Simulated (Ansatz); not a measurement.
`F[SiH](S)[GeH3]` and `F[SiH]([SiH3])S` differ in one atom or group.

Ansatz, PBE0-D4/def2-TZVP geometries, multiplicity 1. Each molecule was computed in one conformer, which needn't be the lowest.

Scalar relativity is left out up to krypton.

| property | `F[SiH](S)[GeH3]` |
| --- | --- |
| HOMO energy (PBE0/def2-TZVPP) / eV | -7.86 |
| size of the dipole moment (B3LYP/def2-TZVPP) / D | 1.26 |
| HOMO–LUMO gap (B3LYP/def2-TZVPP) / eV | 7.16 |
| size of the dipole moment (ωB97M-V/def2-TZVPP) / D | 1.27 |
| HOMO energy (B3LYP/def2-TZVPP) / eV | -7.62 |
| HOMO–LUMO gap (PBE0/def2-TZVPP) / eV | 7.58 |

(1) Give the same properties after the change, and the shifts. (An estimate is asked.)

## Answers

(1) Computed: 
| property | `F[SiH]([SiH3])S` | shift |
| --- | --- | --- |
| HOMO energy (PBE0/def2-TZVPP) / eV | -7.87 | -0.01 |
| size of the dipole moment (B3LYP/def2-TZVPP) / D | 1.37 | 0.11 |
| HOMO–LUMO gap (B3LYP/def2-TZVPP) / eV | 7.01 | -0.15 |
| size of the dipole moment (ωB97M-V/def2-TZVPP) / D | 1.37 | 0.10 |
| HOMO energy (B3LYP/def2-TZVPP) / eV | -7.62 | 0.00 |
| HOMO–LUMO gap (PBE0/def2-TZVPP) / eV | 7.42 | -0.16 |

Dipoles are sizes alone; their direction can turn.

B3LYP here is the variant with VWN-RPA as its local correlation; programs differ in this.
